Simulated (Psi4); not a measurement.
Psi4 input (wB97X-D/6-311+G**):

```
memory 1500 MB

molecule {
-1 1
C     1.44426070   -0.53658161   -0.27402555
C     1.36902390    0.90871354    0.23061831
C    -0.09966705    0.54899598    0.74559223
C     0.14065038   -0.72927474    0.15909879
C    -1.28634728   -0.95967727   -0.32215211
C    -1.37294596    0.60773327   -0.18472220
H     2.26019345   -1.18278387   -0.58882787
H     1.29799486    1.63376910   -0.58908418
H     2.10293262    1.28829290    0.96136211
H    -1.43086623   -1.37938019   -1.32226701
H    -1.92490781   -1.48935370    0.39132526
H    -1.16856776    1.04398640   -1.17825130
H    -2.30662743    1.04601428    0.19928636
symmetry c1
no_reorient
no_com
}

set {
  basis 6-311+G**
  reference rks
  scf_type df
  df_basis_scf def2-universal-jkfit
  dft_radial_points 99
  dft_spherical_points 590
  e_convergence 1e-8
  d_convergence 1e-7
  maxiter 150
}

e = energy('wb97x-d')
print_out(f'\nFINAL {e:.10f} DIPOLE {variable("CURRENT DIPOLE")[0]:.6f} {variable("CURRENT DIPOLE")[1]:.6f} {variable("CURRENT DIPOLE")[2]:.6f}\n')
```

Output:

```
   => Loading Basis Set <=

    Name: 6-311+G**
    Role: ORBITAL
    Keyword: BASIS
    atoms 1-6  entry C          line   129 file 6-311pgss.gbs
    atoms 7-13 entry H          line    42 file 6-311pgss.gbs

   => WB97X-D: Empirical Dispersion <=

    Chai and Head-Gordon Dispersion Correction
    Chai, J.-D.; Head-Gordon, M. (2010), J. Chem. Phys., 132: 6615-6620

        s6 =       1.000000

         ---------------------------------------------------------
                                   SCF
               by Justin Turney, Rob Parrish, Andy Simmonett
                          and Daniel G. A. Smith
                              RKS Reference
         ---------------------------------------------------------

  ==> Geometry <==

    Molecular point group: c1
    Full point group: C1

    Geometry (in Angstrom), charge = -1, multiplicity = 1:

       Center              X                  Y                   Z               Mass
    ------------   -----------------  -----------------  -----------------  -----------------
         C            1.444260700000    -0.536581610000    -0.274025550000    12.000000000000
         C            1.369023900000     0.908713540000     0.230618310000    12.000000000000
         C           -0.099667050000     0.548995980000     0.745592230000    12.000000000000
         C            0.140650380000    -0.729274740000     0.159098790000    12.000000000000
         C           -1.286347280000    -0.959677270000    -0.322152110000    12.000000000000
         C           -1.372945960000     0.607733270000    -0.184722200000    12.000000000000
         H            2.260193450000    -1.182783870000    -0.588827870000     1.007825032230
         H            1.297994860000     1.633769100000    -0.589084180000     1.007825032230
         H            2.102932620000     1.288292900000     0.961362110000     1.007825032230
         H           -1.430866230000    -1.379380190000    -1.322267010000     1.007825032230
         H           -1.924907810000    -1.489353700000     0.391325260000     1.007825032230
         H           -1.168567760000     1.043986400000    -1.178251300000     1.007825032230
         H           -2.306627430000     1.046014280000     0.199286360000     1.007825032230

  Running in c1 symmetry.

  Rotational constants: A =      0.26804  B =      0.13063  C =      0.09993 [cm^-1]
  Rotational constants: A =   8035.50787  B =   3916.09549  C =   2995.73568 [MHz]
  Nuclear repulsion =  213.533427685766156

  Charge       = -1
  Multiplicity = 1
  Electrons    = 44
  Nalpha       = 22
  Nbeta        = 22

  ==> Algorithm <==

  SCF Algorithm Type is DF.
  DIIS enabled.
  MOM disabled.
  Fractional occupation disabled.
  Guess Type is SAD.
  Energy threshold   = 1.00e-08
  Density threshold  = 1.00e-07
  Integral threshold = 1.00e-12

  ==> Primary Basis <==

  Basis Set: 6-311+G**
    Blend: 6-311+G**
    Number of shells: 88
    Number of basis functions: 174
    Number of Cartesian functions: 180
    Spherical Harmonics?: true
    Max angular momentum: 2

  ==> DFT Potential <==

   => LibXC <=

    Version 7.1.2
    S. Lehtola, C. Steigemann, M. J. T. Oliveira, and M. A. L. Marques,  SoftwareX 7, 1–5 (2018) (10.1016/j.softx.2017.11.002)

   => Composite Functional: WB97X-D <=

    wB97X-D Hyb-GGA Exchange-Correlation Functional

    J.-D. Chai and M. Head-Gordon,  Phys. Chem. Chem. Phys. 10, 6615–6620 (2008) (10.1039/B810189B)

    Deriv               =              1
    GGA                 =           TRUE
    Meta                =          FALSE

    Exchange Hybrid     =           TRUE
    MP2 Hybrid          =          FALSE

   => Exchange-Correlation Functionals <=

    1.0000   wB97X-D range-separated functional

   => Exact (HF) Exchange <=

    0.7780            HF,LR [omega = 0.2000]
    0.2220               HF

   => LibXC Density Thresholds  <==

    XC_HYB_GGA_XC_WB97X_D:  1.00E-14

   => Molecular Quadrature <=

    Radial Scheme          =       TREUTLER
    Pruning Scheme         =           NONE
    Nuclear Scheme         =       TREUTLER

    Blocking Scheme        =         OCTREE
    BS radius alpha        =              1
    Pruning alpha          =              1
    Radial Points          =             99
    Spherical Points       =            590
    Total Points           =         711493
    Total Blocks           =           4910
    Max Points             =            256
    Max Functions          =            174
    Weights Tolerance      =       1.00E-15

   => Loading Basis Set <=

    Name: DEF2-UNIVERSAL-JKFIT
    Role: JKFIT
    Keyword: DF_BASIS_SCF
    atoms 1-6  entry C          line   198 file def2-universal-jkfit.gbs
    atoms 7-13 entry H          line    18 file def2-universal-jkfit.gbs

  ==> Integral Setup <==

  SCF_SUBTYPE=INCORE selected. In-core MEM_DF algorithm will be used.
  Using in-core AOs.

  ==> MemDFJK: Density-Fitted J/K Matrices <==

    J tasked:                   Yes
    K tasked:                   Yes
    wK tasked:                  Yes
    Omega:                2.000E-01
    Algorithm:                 Core
    Schwarz Cutoff:           1E-12
    Mask sparsity (%):       1.4004
    Fitting Condition:        1E-10

   => Auxiliary Basis Set <=

  Basis Set: DEF2-UNIVERSAL-JKFIT
    Blend: DEF2-UNIVERSAL-JKFIT
    Number of shells: 192
    Number of basis functions: 576
    Number of Cartesian functions: 674
    Spherical Harmonics?: true
    Max angular momentum: 4

  Cached 20.0% of DFT collocation blocks in 0.574 [GiB].

  Minimum eigenvalue in the overlap matrix is 9.8374534065E-06.
  Reciprocal condition number of the overlap matrix is 8.0599403661E-07.
    Using symmetric orthogonalization.

  ==> Pre-Iterations <==

  SCF Guess: Superposition of Atomic Densities via on-the-fly atomic UHF (no occupation information).

   -------------------------
    Irrep   Nso     Nmo
   -------------------------
     A        174     174
   -------------------------
    Total     174     174
   -------------------------

  ==> Iterations <==

                           Total Energy        Delta E     RMS |[F,P]|

   @DF-RKS iter SAD:  -232.31313033319728   -2.32313e+02   0.00000e+00
   @DF-RKS iter   1:  -232.06863731994611    2.44493e-01   5.76391e-03 ADIIS/DIIS
   @DF-RKS iter   2:  -230.55012234312429    1.51851e+00   1.05581e-02 ADIIS/DIIS
   @DF-RKS iter   3:  -232.61776905497453   -2.06765e+00   1.48671e-03 ADIIS/DIIS
   @DF-RKS iter   4:  -232.64564439951963   -2.78753e-02   7.74188e-04 ADIIS/DIIS
   @DF-RKS iter   5:  -232.65478915500285   -9.14476e-03   1.77585e-04 ADIIS/DIIS
   @DF-RKS iter   6:  -232.65533725227408   -5.48097e-04   8.99449e-05 DIIS
   @DF-RKS iter   7:  -232.65550554434083   -1.68292e-04   2.23977e-05 DIIS
   @DF-RKS iter   8:  -232.65552848420617   -2.29399e-05   9.32629e-06 DIIS
   @DF-RKS iter   9:  -232.65553233457689   -3.85037e-06   3.93471e-06 DIIS
   @DF-RKS iter  10:  -232.65553333298757   -9.98411e-07   1.42030e-06 DIIS
   @DF-RKS iter  11:  -232.65553350589539   -1.72908e-07   6.71504e-07 DIIS
   @DF-RKS iter  12:  -232.65553353398721   -2.80918e-08   2.37526e-07 DIIS
   @DF-RKS iter  13:  -232.65553353907413   -5.08692e-09   8.31129e-08 DIIS
  Energy and wave function converged.

  ==> Post-Iterations <==

   Electrons on quadrature grid:
      Ntotal   =   43.9999968013 ; deviation = -3.199e-06

    Orbital Energies [Eh]
    ---------------------

    Doubly Occupied:

       1A    -10.120282     2A    -10.113041     3A    -10.097764
       4A    -10.088120     5A    -10.067540     6A    -10.045952
       7A     -0.787923     8A     -0.674170     9A     -0.557763
      10A     -0.521096    11A     -0.489862    12A     -0.380794
      13A     -0.374875    14A     -0.331386    15A     -0.312534
      16A     -0.296426    17A     -0.270119    18A     -0.221819
      19A     -0.198145    20A     -0.172459    21A     -0.104051
      22A     -0.037442

    Virtual:

      23A      0.191380    24A      0.194394    25A      0.199663
      26A      0.210291    27A      0.220793    28A      0.230096
      29A      0.242484    30A      0.253156    31A      0.259885
      32A      0.266444    33A      0.276511    34A      0.283492
      35A      0.291854    36A      0.301478    37A      0.307213
      38A      0.320698    39A      0.324670    40A      0.330824
      41A      0.346818    42A      0.358416    43A      0.367440
      44A      0.378910    45A      0.384228    46A      0.395700
      47A      0.408129    48A      0.413048    49A      0.429199
      50A      0.443103    51A      0.460902    52A      0.467176
      53A      0.471948    54A      0.485187    55A      0.500191
      56A      0.506591    57A      0.516840    58A      0.526153
      59A      0.556529    60A      0.624052    61A      0.663182
      62A      0.668884    63A      0.697337    64A      0.727683
      65A      0.728559    66A      0.761043    67A      0.767291
      68A      0.810562    69A      0.837799    70A      0.845132
      71A      0.851517    72A      0.868491    73A      0.884115
      74A      0.892513    75A      0.912847    76A      0.924101
      77A      0.925609    78A      0.935616    79A      0.944269
      80A      0.952568    81A      0.966998    82A      0.975215
      83A      0.983281    84A      1.036376    85A      1.046113
      86A      1.088786    87A      1.108074    88A      1.141725
      89A      1.186615    90A      1.220892    91A      1.263082
      92A      1.288841    93A      1.404584    94A      1.437428
      95A      1.475097    96A      1.519303    97A      1.556259
      98A      1.582252    99A      1.640980   100A      1.702078
     101A      1.751096   102A      1.781142   103A      1.787053
     104A      1.809373   105A      1.833302   106A      1.839862
     107A      1.848618   108A      1.879870   109A      1.887266
     110A      1.902176   111A      1.933890   112A      1.954522
     113A      1.999119   114A      2.003110   115A      2.078499
     116A      2.085287   117A      2.111735   118A      2.123574
     119A      2.137900   120A      2.168890   121A      2.174910
     122A      2.235461   123A      2.272996   124A      2.330557
     125A      2.361616   126A      2.406986   127A      2.424239
     128A      2.442772   129A      2.475184   130A      2.504237
     131A      2.567994   132A      2.592787   133A      2.609148
     134A      2.665259   135A      2.725856   136A      2.732714
     137A      2.760408   138A      2.783207   139A      2.823480
     140A      2.859027   141A      2.884426   142A      2.924600
     143A      2.934056   144A      2.961999   145A      2.988718
     146A      2.998878   147A      3.079580   148A      3.095814
     149A      3.127954   150A      3.155340   151A      3.180083
     152A      3.207486   153A      3.243900   154A      3.331146
     155A      3.448078   156A      3.469807   157A      3.535931
     158A      3.584438   159A      3.782820   160A      3.888449
     161A      3.951195   162A      4.026038   163A      4.124984
     164A      4.282009   165A      4.311641   166A      4.399200
     167A      4.589879   168A      4.886364   169A     24.004343
     170A     24.143471   171A     24.191486   172A     24.216376
     173A     24.253194   174A     24.558773

    Final Occupation by Irrep:
              A
    DOCC [    22 ]
    NA   [    22 ]
    NB   [    22 ]

  @DF-RKS Final Energy:  -232.65553353907413

   => Energetics <=

    Nuclear Repulsion Energy =            213.5334276857661564
    One-Electron Energy =                -743.5434393265161361
    Two-Electron Energy =                 321.4483695577675917
    DFT Exchange-Correlation Energy =     -24.0884852226927606
    Empirical Dispersion Energy =          -0.0054062333989509
    VV10 Nonlocal Energy =                  0.0000000000000000
    Total Energy =                       -232.6555335390741277

Computation Completed

Properties will be evaluated at   0.000000,   0.000000,   0.000000 [a0]

Properties computed using the SCF density matrix

 Multipole Moments:

 ------------------------------------------------------------------------------------
     Multipole            Electronic (a.u.)      Nuclear  (a.u.)        Total (a.u.)
 ------------------------------------------------------------------------------------

 L = 1.  Multiply by 2.5417464519 to convert [e a0] to [Debye]
 Dipole X            :         -0.5619869           -0.0000003           -0.5619872
 Dipole Y            :         -0.1917781           -0.0000001           -0.1917782
 Dipole Z            :         -0.8638277            0.0000004           -0.8638273
 Magnitude           :                                                    1.0482395

 ------------------------------------------------------------------------------------

FINAL -232.6555335391 DIPOLE -0.561987 -0.191778 -0.863827

*** Psi4 exiting successfully. Buy a developer a beer!
```

The dipole moment of an ion depends on the origin.

The geometry given is a B3LYP-D3(BJ)/def2-TZVP minimum.
